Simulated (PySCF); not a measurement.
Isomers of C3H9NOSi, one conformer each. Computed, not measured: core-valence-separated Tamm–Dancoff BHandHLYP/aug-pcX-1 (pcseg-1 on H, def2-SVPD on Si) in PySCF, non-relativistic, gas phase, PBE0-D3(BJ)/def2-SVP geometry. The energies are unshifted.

P. `C=CCO[SiH2]N`
Q. `C[SiH2]NC(C)=O`

Main lines, eV (oscillator strength):
1. C K: 282.6 (0.059), 282.8 (0.064), 285.6 (0.010), 285.7 (0.019), 286.2 (0.015); N K: 399.0 (0.007), 400.0 (0.032), 400.4 (0.022), 401.3 (0.020); O K: 533.2 (0.006), 533.3 (0.007), 533.9 (0.006), 534.2 (0.007), 534.2 (0.007)
2. C K: 284.7 (0.085), 285.5 (0.009), 285.6 (0.009), 285.7 (0.022), 286.0 (0.018); N K: 399.7 (0.018), 399.7 (0.017), 401.3 (0.020), 401.6 (0.018), 401.8 (0.006); O K: 529.4 (0.043), 533.8 (0.004)
Listed: the first five lines at most of each edge with a tenth or more of its strongest line's intensity; roots within 0.03 eV on the same or equivalent atoms are summed. Only the lowest roots were sought, and the top ones are left out.

Problem. Which spectrum belongs to which isomer?

Solution. 1 = P, 2 = Q.
- P: first C line listed at 282.6 eV, hole on the terminal =CH2 carbon (1s→π*); first N line listed at 399.0 eV, hole on the silicon-bound nitrogen; first O line listed at 533.2 eV, hole on the silyl ether oxygen.
- Q: first C line listed at 284.7 eV, hole on the amide carbonyl carbon (1s→π*); first N line listed at 399.7 eV, hole on the amide nitrogen; first O line listed at 529.4 eV, hole on the amide oxygen (1s→π*).

Problem. What are the ground-state energies of the isomers at BHandHLYP/aug-pcX-1 (pcseg-1 on H, def2-SVPD on Si), relative to the lowest?

Solution. P 63.0, Q 0.0 kJ/mol (electronic energies on these geometries, no dispersion or zero-point terms).
